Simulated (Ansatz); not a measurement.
## Ansatz (development build ahead of 0.2.0) run

```yaml
crystal:
  periodic: [false, false, false]
  atoms:
    - { symbol: Co, position_ang: [0.0, 0.0, 0.0] }
    - { symbol: "N", position_ang: [0.0, 0.0, 1.82] }
basis:
  gaussian: { orbitals: pcseg-2 }
total_charge: 1
magnetization:
  initial_magnetization: 3
hamiltonian:
  xc: pbe0
```

The input is written out in the form of the current development build from the run's settings.

Results

```json
{"Converged": "yes", "Total energy": "-1436.79135 hartree", "Spin squared of the determinant": "3.750", "Stability test": "minimum among restricted orbitals"}
```

Caution: no unrestricted run beside it, a lower state can exist; other spin multiplicities were not run.
